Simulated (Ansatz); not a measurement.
Program: Ansatz. Geometries: PBE0-D4/def2-TZVP. ΔE: electronic, gas phase. CCSD(T)/CBS adds triple-zeta CCSD(T) − MP2 to the extrapolated MP2 energy (def2 sets, frozen cores). Functionals use def2-TZVPP. B3LYP here is the variant with VWN-RPA as its local correlation; programs differ in this. For Ge outer-core shells are correlated without core-valence functions, which leaves a few kJ/mol of doubt a bond. Scalar relativity is left out up to krypton. Each species was taken in one conformer, which may not be the lowest.

Consider the redistribution: `[GeH3][SiH2][SiH2][SiH2][GeH3]` + `[SiH3][SiH2]Cl` → `[SiH3][SiH2][SiH2][GeH3]` + `Cl[SiH2][SiH2][GeH3]`.

```
             level  ΔE (eV)
          B3LYP-D4     0.02
               PBE    -0.01
    MP2/def2-TZVPP     0.03
CCSD(T)/def2-TZVPP     0.02
    MP2/def2-QZVPP     0.03
SCS-MP2/def2-QZVPP     0.01
      HF/CBS(def2)    -0.03
     MP2/CBS(def2)     0.03
```

(1) What does CCSD(T)/CBS give? (Best estimate.)

Largest T1 diagnostic among the species: 0.013.

## Answers

(1) The calculation gave: +0.02 eV. The listed levels differ from it by 0.00, -0.03, 0.01, 0.00, 0.01, -0.01, -0.05, 0.01 eV.

In def2-TZVPP, CCSD(T) changes the Hartree–Fock value by +0.05 eV (the triples alone add +0.01 eV) and MP2 by +0.05 eV. The D4 term adds +0.05 eV with B3LYP and +0.03 eV with PBE0; it sums over pairs of atoms, weighted by their polarisabilities, and B3LYP, whose exchange is more repulsive, gets the larger term.
